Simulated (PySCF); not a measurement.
SMILES [GeH3][O][SiH](Cl)Cl, singlet (CAM-B3LYP/def2-SVP optimised geometry):

```
9

Si    -1.631    -0.617     0.000
Cl    -2.332     1.320     0.000
Cl    -2.342    -1.542    -1.697
O     -0.010    -0.617     0.000
Ge     1.350     0.082    -0.931
H     -2.145    -1.320     1.184
H      1.952     1.190    -0.063
H      2.332    -1.069    -1.155
H      0.797     0.630    -2.251
```

Level of theory: CAM-B3LYP/def2-TZVP in PySCF.

Q: What are the frontier orbital energies and the dipole moment?

A: HOMO-2 -10.67 eV, HOMO-1 -10.64 eV, HOMO -10.31 eV, LUMO 0.78 eV, LUMO+1 1.56 eV; dipole moment 2.03 D.

On the same geometry PySCF with PBE/def2-TZVP gives HOMO-2 -7.87 eV, HOMO-1 -7.86 eV, HOMO -7.48 eV, LUMO -1.14 eV, LUMO+1 -0.40 eV; dipole moment 1.96 D.

Meta-Löwdin charges at CAM-B3LYP/def2-TZVP: Si1 1.07, Cl2 -0.31, Cl3 -0.30, O4 -0.82, Ge5 0.65, H6 -0.10, H7 -0.06, H8 -0.06, H9 -0.06.
